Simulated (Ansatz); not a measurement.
Coupled-cluster run, C$_{3}$H$_{6}$FGa (`[F][Ga]1[CH2]C[CH2]1`).

```yaml
crystal:
  periodic: [false, false, false]
  atoms:
    - {symbol: F, position_ang: [2.243367, -2.322279, -0.428957]}
    - {symbol: Ga, position_ang: [1.082060, -1.023898, -0.216201]}
    - {symbol: C, position_ang: [0.398358, 0.222220, 1.171968]}
    - {symbol: C, position_ang: [-0.773419, 0.484336, 0.187975]}
    - {symbol: C, position_ang: [-0.338372, -0.047358, -1.204160]}
    - {symbol: H, position_ang: [0.113458, -0.108022, 2.170188]}
    - {symbol: H, position_ang: [1.060257, 1.086644, 1.274646]}
    - {symbol: H, position_ang: [-1.654314, -0.068391, 0.523809]}
    - {symbol: H, position_ang: [-1.051602, 1.542080, 0.154224]}
    - {symbol: H, position_ang: [0.096498, 0.733996, -1.833636]}
    - {symbol: H, position_ang: [-1.111089, -0.556128, -1.779257]}
basis:
  gaussian: {orbitals: def2-TZVPP}
correlation: {method: ccsd_t}
```

```sh
$ ansatz run in.yaml --threads 4 --pin off --events-out ev --progress --plain --max-ram 10444MiB
```

Output of Ansatz, abridged:

```
Functional definition: HF
  name "HF"
  cite "Fock, Z. Phys. 61, 126 (1930) doi:10.1007/BF01340294"
  parent pbe
  exchange = exact_x
  correlation = 0
1554 factors; integrals over basis functions are off by at most 1.0e-3 eV
mean field evaluation 1: about -58224.2509 eV, gradient 4.5e1 eV
mean field evaluation 2: about -58224.4208 eV, gradient 4.5e1 eV
mean field evaluation 4: about -58228.9485 eV, gradient 4.4e0 eV
mean field evaluation 8: about -58229.0257 eV, gradient 4.3e-1 eV
mean field -58229.02684528 eV, -2139.8772675120 hartree, gradient 8.4e-6 eV, S^2 0.000000; 0 other end points of the search recorded, 0 dependent functions left out
13 core orbitals not correlated: weight in the atoms' cores, before any rotation towards them, 1.000 or more for the frozen orbitals, at most 0.000 for the correlated occupied ones
reference -58229.02684528 eV, -2139.8772675120 hartree; 19, 19 occupied and 224, 224 virtual orbitals, 1554 factors
second order -27.05395876 eV of doubles, -0.00000000 eV of singles
cycle   1  -26.77881917 eV  change    2.8e-1 eV  update   1.2e-1
cycle   2  -27.47839791 eV  change   -7.0e-1 eV  update   3.7e-2
cycle   3  -27.62701283 eV  change   -1.5e-1 eV  update   1.9e-2
cycle   4  -27.61960054 eV  change    7.4e-3 eV  update   4.9e-3
cycle   5  -27.61591793 eV  change    3.7e-3 eV  update   2.1e-3
cycle   6  -27.61685588 eV  change   -9.4e-4 eV  update   6.4e-4
cycle   7  -27.61667189 eV  change    1.8e-4 eV  update   2.2e-4
cycle   8  -27.61654587 eV  change    1.3e-4 eV  update   7.3e-5
cycle   9  -27.61654964 eV  change   -3.8e-6 eV  update   3.2e-5
perturbative correction -1.11863285 eV, -0.0411089990 hartree
Total energy: -58257.76202777 eV, -2140.9332659913 hartree
```

Run time 4.6 min (4 threads of an Arm Neoverse V1 on a shared host); peak host memory 6.1 GiB.

The correlation energy is -28.735 eV, 3.9 % of it from (T); the T1 diagnostic reads 0.0126.
